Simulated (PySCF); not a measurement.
# Broadened absorption spectrum of C3H8O4Si

C₃H₈O₄Si.
Geometry (GFN2-xTB, Å), atoms numbered from 1 in this order:
```xyz
16
C3H8O4Si angstrom
C     -3.239   -0.490   -0.212
O     -1.919   -0.305   -0.595
Si    -0.672   -0.124    0.426
O      0.442    0.060   -0.741
C      1.788    0.282   -0.636
C      2.287    0.350    0.784
O      1.598    0.208    1.757
O      3.597    0.588    0.846
H     -3.834   -0.676   -1.108
H     -3.337   -1.340    0.468
H     -3.625    0.397    0.296
H     -0.872    1.065    1.252
H     -0.508   -1.339    1.222
H      2.053    1.228   -1.130
H      2.341   -0.522   -1.145
H      3.893    0.628    1.771
```

Level of theory: TDDFT wB97X-D/def2-SVPD, vertical, gas phase, core orbitals frozen in the response (PySCF 2.14.0, density-fitted response routines).

Computed states:

```json
{"state": "S1", "E (eV)": "6.21", "f": "0.0002"}
{"state": "S2", "E (eV)": "7.05", "f": "0.018"}
{"state": "S3", "E (eV)": "7.46", "f": "0.0032"}
{"state": "S4", "E (eV)": "7.67", "f": "0.045"}
{"state": "S5", "E (eV)": "7.84", "f": "0.011"}
{"state": "S6", "E (eV)": "8.02", "f": "0.0014"}
{"state": "S7", "E (eV)": "8.16", "f": "0.079"}
{"state": "S8", "E (eV)": "8.17", "f": "0.0027"}
```

Each state is given a Gaussian of 0.5 eV full width at half maximum, with ε(max) = 2.175×10⁸ f / Δν̃ (Δν̃ the width in cm⁻¹). The width is an assumption, not a result. The curve ends short of the highest state used, and states not computed would add to its high-energy end.

Question: What does the envelope look like, and where are its maxima?

Answer: 
```
E (eV)  ε (L mol⁻¹ cm⁻¹)
  5.46                 0
  5.49                 0
  5.53                 0
  5.57                 0
  5.61                 0
  5.65                 0
  5.69                 1
  5.72                 1
  5.76                 1
  5.80                 2
  5.84                 3
  5.88                 4
  5.92                 5
  5.95                 6
  5.99                 8
  6.03                 9
  6.07                11
  6.11                12
  6.15                13
  6.19                13
  6.22                13
  6.26                14
  6.30                14
  6.34                14
  6.38                16
  6.42                20
  6.45                25
  6.49                36
  6.53                54
  6.57                80
  6.61               118
  6.65               170
  6.69               236
  6.72               297
  6.76               390
  6.80               495
  6.84               606
  6.88               718
  6.92               823
  6.95               892
  6.99               966
  7.03              1016
  7.07              1042
  7.11              1048
  7.15              1044
  7.19              1040
  7.22              1046
  7.26              1078
  7.30              1150
  7.34              1270
  7.38              1443
  7.42              1666
  7.45              1860
  7.49              2144
  7.53              2441
  7.57              2729
```

Maxima: 174 nm (7.11 eV), ε about 1000, made up of S2 (89%) (hardly more than a shoulder) (ε in L mol⁻¹ cm⁻¹; maxima over ε = 5, shares over 10%). At its high-energy end, 7.57 eV, the curve is still rising (ε about 2700, from S4).

Question: Coming from long wavelengths, where does ε first pass 100 L mol⁻¹ cm⁻¹?

Answer: At about 188 nm (6.59 eV), 0.39 eV above S1.

Question: What would ε be at 7.11 eV, the highest of these maxima, with half the width (0.25 eV)?

Answer: About 1640 L mol⁻¹ cm⁻¹ against 1050, a factor of about 1.6; a lone state at its own centre would give exactly 2.

Question: On this curve, what absorbance would a 10⁻³ mol/L sample give at 193 nm over a 1 cm path?

Answer: 193 nm is 6.424 eV, where ε is about 21 L mol⁻¹ cm⁻¹, so A = ε c l ≈ 0.021 (Beer–Lambert, with the gas-phase spectrum and the assumed width).

One conformer stands for the species.
